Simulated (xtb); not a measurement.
CH₂Cl, SMILES [CH2]Cl (connectivity only; charge and spin as stated), charge +1, multiplicity 1. All values are semi-empirical tight-binding results from xtb (GFN2-xTB unless named), good for trends rather than for accurate numbers. Geometry optimised at GFN2-xTB. The multiplicity is an assumed one; other spin states were not compared. The isomer is the one that the SMILES or the coordinates give; other isomers of the formula were not compared.

Optimised geometry:

```xyz
4

C      0.0000     0.0000    -1.0232
Cl     0.0000     0.0000     0.5488
H      0.0000    -0.9372    -1.5950
H      0.0000     0.9372    -1.5950
```
Charge +1, spin multiplicity 1.

```yaml
point_group_as_xtb_finds_it: C2v
orbital_gap: 2.02 eV
zero_point_energy: 14.4 kcal/mol
G − E(el) at 298.15 K (modified RRHO): 0.4 kcal/mol
static polarisability (D4 model): 25.6 bohr³
solvation energy, GFN2-xTB/ALPB(water): -68.9 kcal/mol
solvation energy, GFN2-xTB/ALPB(benzene): -52.3 kcal/mol
```

Task: Give the atomic charges and the Wiberg bond orders between heavy atoms. (An estimate is asked for; the answer gives what the named calculation found.)

Result: charges (e) C1 0.08, Cl2 0.44, H3 0.24, H4 0.24. Bond orders C1–Cl2 1.86.
